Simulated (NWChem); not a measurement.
CH3ClMg; SMILES [CH3][Mg][Cl]

Computed with NWChem. Coordinates come from a PBE-D3(BJ)/def2-SVP optimisation. B3LYP is NWChem's, with the RPA form of VWN correlation. Field at 589 nm.

For level B3LYP/def2-SVP:

* **isotropic polarisability (bohr³)**: 47.6
* **anisotropy (bohr³)**: 24.5

Estimate the same quantities for level B3LYP/def2-SVPD.

The isotropic polarisability (bohr³) is 58.0 and the anisotropy (bohr³) is 29.0.
